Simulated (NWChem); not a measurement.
CH₄BFO; SMILES COBF

```xyz
8

B     -0.6473    -0.7469     0.0000
H     -1.7019    -1.3452     0.0000
F      0.5091    -1.4312     0.0000
O     -0.6612     0.6031     0.0000
C      0.5240     1.3938     0.0000
H      1.4423     0.7722     0.0000
H      0.5229     2.0432    -0.8989
H      0.5229     2.0432     0.8989
```
Atoms are numbered in this order, from 1.

Structure relaxed at the PBE-D3(BJ)/def2-SVP level.

 Unshifted, non-relativistic core excitations; the lowest 4 roots alone, so stronger bands may lie above.

Task: List the first B K-edge excitations from BHandHLYP/6-311G** (spherical d), restricted-window TDA (NWChem).

Result: 
```tsv
state	energy (eV)	dipole oscillator strength	leading excitation (squared amplitude)
S1	189.3	0.0927	1s of atom 1 or its equivalents → LUMO (0.88)
S2	194.0	0.0060	1s of atom 1 or its equivalents → LUMO+1 (0.51)
S3	194.4	0.0286	1s of atom 1 or its equivalents → LUMO+3 (0.69)
S4	195.1	0.0191	1s of atom 1 or its equivalents → LUMO+5 (0.42)
```
